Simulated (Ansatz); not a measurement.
Input for Ansatz (a program for electronic structure): R-RI-MP2/cc-pVQZ on H2O (SMILES O). The basis file is the Basis Set Exchange's JSON of that set.

Ansatz 0.2 input:
```yaml
crystal:
  periodic: [false, false, false]
  atoms:
    - {symbol: O, position_ang: [-0.00000000, 0.00000000, 0.38961139]}
    - {symbol: H, position_ang: [0.00000000, 0.76498632, -0.19485569]}
    - {symbol: H, position_ang: [0.00000000, -0.76498632, -0.19485569]}
basis:
  gaussian:
    orbitals: cc-pVQZ
    fitting: {mean_field: def2-universal-JKFIT, correlation: cc-pVQZ-RIFIT.json}
magnetization: {spin_polarized: false}
correlation: {method: mp2, electrons: outside_noble_gas}
scf: {lower_state_search: off}
```

It printed:

```
WARN ansatz: RAYON_NUM_THREADS=4 ignored (pool sized by the plan → 4); use --threads N
Functional definition: HF
these checks for a lower state are left out or cut short: stability, starts, cluster_reference, orbital_swaps, neighbouring_geometries, increment
integrals: 0.02 GiB planned
113 factors; integrals over basis functions are off by at most 2.3e0 eV
242 factors; integrals over basis functions are off by at most 6.0e-1 eV
mean field: 0.09 GiB planned
mean field evaluation 1: about -2068.0187 eV, gradient 3.3e1 eV
mean field evaluation 2: about -2069.1577 eV, gradient 2.1e1 eV
mean field evaluation 4: about -2069.8173 eV, gradient 3.4e-1 eV
mean field evaluation 8: about -2069.8178 eV, gradient 7.8e-7 eV
mean field -2069.81781886 eV, -76.0644018702 hartree, gradient 7.8e-7 eV, S^2 0.000000; 0 other end points of the search recorded, 0 dependent functions left out
1 core orbitals not correlated
reference -2069.81781886 eV, -76.0644018702 hartree; 4, 4 occupied and 110, 110 virtual orbitals, 242 factors
second order -7.70238431 eV of doubles, -0.00000000 eV of singles
Total energy: -2077.52020317 eV, -76.3474592726 hartree
Checks for a lower state left out: stability, starts, cluster_reference, orbital_swaps, neighbouring_geometries, increment
```

The calculation finished and met its thresholds.

Cost: very roughly 0.4 core-seconds.
